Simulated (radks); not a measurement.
Values are calculated unless marked as measured or tabulated.
Q: Radial electron density D(r) = 4 pi r^2 rho(r) of an atom or ion with 30 electrons. Code: a radial shooting solver on a logarithmic mesh with Libxc functionals. Model: non-relativistic Kohn-Sham, exchange-only LDA, spin-polarised, spherical densities, point nucleus.

r (bohr)  D(r) (e/bohr)
0.002774          1.656
0.003612          2.665
0.004741          4.282
0.006173          6.644
0.008103          10.16
0.01055           14.81
0.01385           20.83
0.01803           27.33
0.02367           33.46
0.03082           37.08
0.04046           36.96
0.05268           33.61
0.06915           30.43
0.09004           32.08
0.1182            38.90
0.1539            43.51
0.202             38.31
0.263             26.88
0.3452            21.16
0.4496            24.53
0.5901            26.10
0.7684            19.57
1.009             10.31
1.313             4.661
1.724             2.281
2.245             1.272
2.946            0.5708
3.836            0.1681
5.035           0.02498
6.557          0.001754

What is the nuclear charge?

A: Z = 31. The innermost maximum, from 1s, lies near 1/Z = 0.0323 bohr (found: 0.0350), and its height grows with Z. The density is that of the gallium ion Ga+ in [Ar] 3d10 4s2; the configuration itself is not fixed sharply by these data, and Z only to about a unit. D(r) has 3 maxima, at r = 0.0350, 0.156, 0.545 bohr, and minima at 0.0737, 0.345 bohr, inside which lie 2.10, 10.97 electrons.
